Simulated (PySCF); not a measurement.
Ni(CO) (CNiO), SMILES [Ni]<-[C-]#[O+], multiplicity 1.

Geometry optimised at PBE-D3(BJ)/def2-TZVP. The multiplicity is an assumed one; other spin states were not compared.

The numbers are results of PBE-D3(BJ)/def2-TZVP in PySCF 2.14.0, not measurements.

Frequencies are harmonic and unscaled.

Modes within 1.5 cm⁻¹ of each other (mostly degenerate sets) share a row, with their intensities summed.

Question: Give all harmonic wavenumbers and intensities. (An estimate is asked for; the answer gives what the named calculation found.)

Answer: 
```json
[
 {"mode": "1–2", "ν (cm⁻¹)": "356", "IR (km/mol)": "17.6", "moving atoms (share of kinetic energy)": "C 77 %, O 20 %"},
 {"mode": "3", "ν (cm⁻¹)": "603", "IR (km/mol)": "1.2", "moving atoms (share of kinetic energy)": "O 45 %, Ni 32 %, C 23 %"},
 {"mode": "4", "ν (cm⁻¹)": "2017", "IR (km/mol)": "512.9", "moving atoms (share of kinetic energy)": "C 63 %, O 37 %"}
]
```
